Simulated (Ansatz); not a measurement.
Geometry optimisation, DFT PBE, scalar-relativistic, plane waves, PAW (Ansatz).

The input (input.yaml):

```yaml
crystal:
  lattice:
    - [0.0, 5.43, 5.43]
    - [5.43, 0.0, 5.43]
    - [5.43, 5.43, 0.0]
  atoms:
    - { symbol: Si, position: [0.0, 0.0, 0.0] }
    - { symbol: Si, position: [0.125, 0.125, 0.125] }
    - { symbol: Si, position: [0.0, 0.0, 0.5] }
    - { symbol: Si, position: [0.125, 0.125, 0.625] }
    - { symbol: Si, position: [0.0, 0.5, 0.0] }
    - { symbol: Si, position: [0.125, 0.625, 0.125] }
    - { symbol: Si, position: [0.0, 0.5, 0.5] }
    - { symbol: Si, position: [0.125, 0.625, 0.625] }
    - { symbol: Si, position: [0.5, 0.0, 0.0] }
    - { symbol: Si, position: [0.625, 0.125, 0.125] }
    - { symbol: Si, position: [0.5, 0.0, 0.5] }
    - { symbol: Si, position: [0.625, 0.125, 0.625] }
    - { symbol: Si, position: [0.5, 0.5, 0.0] }
    - { symbol: Si, position: [0.625, 0.625, 0.125] }
    - { symbol: Si, position: [0.5, 0.5, 0.5] }
    - { symbol: Si, position: [0.625, 0.625, 0.625] }
    - { symbol: Si, position: [0.8803784, 0.3711347, 0.8735627] }
basis:
  ecutwfc: 420.0
kpoints:
  mp_grid: { grid: [2, 2, 2] }
hamiltonian:
  xc: pbe
  pseudopotentials: { kind: paw, azcp: { folder: soft_1 } }
scf:
  occupations: { method: fermi_dirac, width: 0.05 }
  lower_state_search: "off"
relax:
  f_tol: 0.08
  max_steps: 25
  adjacent_minimum: "off"
output:
  write_density: true
  write_potential: true
  elf: true
  volumetric_format: npy
```

Run as:

```bash
$ ansatz run input.yaml --threads 1 --pin off --max-ram 3072MiB --backend cpu --events-out ev --progress --plain --runs-dir out
```

Problem. Where does it end, and by what steps?

Solution. It converged. The threshold is loose, so the end isn't yet a minimum. Limits of this set-up: coarse k mesh. After 2 steps the energy has fallen by 0.128 eV; Si1 moved furthest, 0.05 Å.

| step | energy less start (eV) | largest force component (eV/Å) | accepted |
| --- | --- | --- | --- |
| 0 | 0.0000 | 0.619 | yes |
| 1 | -0.1140 | 0.213 | yes |
| 2 | -0.1283 | 0.017 | yes |

```xyz
17
Lattice="0.0000 5.4300 5.4300 5.4300 0.0000 5.4300 5.4300 5.4300 0.0000" Properties=species:S:1:pos:R:3
Si -0.027 0.026 -0.025
Si 1.357 1.392 1.357
Si 2.720 2.710 -0.006
Si 4.037 4.073 1.357
Si 2.738 0.025 2.739
Si 4.068 1.361 4.074
Si 5.404 2.691 2.740
Si 6.787 4.072 4.106
Si -0.006 2.711 2.720
Si 1.355 4.075 4.040
Si 2.718 5.436 2.720
Si 4.073 6.787 4.072
Si 2.735 2.694 5.409
Si 4.105 4.074 6.789
Si 5.425 5.435 5.426
Si 6.786 6.755 6.789
Si 6.783 9.506 6.789
```

Run time: 30 s on 1 thread of AMD EPYC 7R43 64-Core Processor (Zen 3), on a shared host, peak memory 0.57 GiB.
